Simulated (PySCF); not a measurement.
# BeCd: one state, many levels of theory

State: ¹Σ⁺ (singlet), closed shell. Set-up: basis Be cc-pVDZ, Cd cc-pVDZ-PP with ECP28; scalar-relativistic core potentials; PySCF 2.14. De refers to Be + Cd in their ground configurations, without counterpoise correction. A positive dipole means Be(−)Cd(+). Levels whose curve was spin-contaminated or gave no clean fit are not listed.

| Level | Re (Å) | ωe (cm⁻¹) | De (eV) | μ (D) | CPU s a point (SCF and correlation, without the integrals) |
| --- | --- | --- | --- | --- | --- |
| PBE | 2.891 | 157 | 0.175 | 0.35 | 0.46 |
| BLYP | 3.097 | 97.2 | 0.036 | 0.19 | 0.3 |
| BP86 | 2.917 | 146 | 0.128 | 0.27 | 0.29 |
| TPSS | 2.939 | 141 | 0.139 | 0.45 | 0.63 |
| r²SCAN | 2.863 | 165 | 0.171 | 0.22 | 0.58 |
| PBE0 | 3.014 | 129 | 0.117 | 0.30 | 1.1 |

Task: What does a quarter of exact exchange do here, going from PBE to PBE0?

Result: PBE0 less PBE: +12.3 pm in Re, -17.8 % in ωe, -0.06 eV in De. Exact exchange removes part of the self-interaction that spreads semilocal densities, and in most molecules shortens and stiffens the bond and lowers De; here Re and ωe go the other way.

Closed-shell solutions of metal pairs were not tested for spin polarisation, which can lower them a little. The bond is weak. Basis-set superposition, not corrected here, can be much of De in a small basis, most of all at correlated wavefunction levels. Functionals without a dispersion term scatter widely for such bonds, and LDA overbinds them.

The whole job (state search and all levels along the bond) took about 2.2 min on 1 thread of AMD EPYC 7R43 64-Core (shared host), peak memory 0.71 GiB.
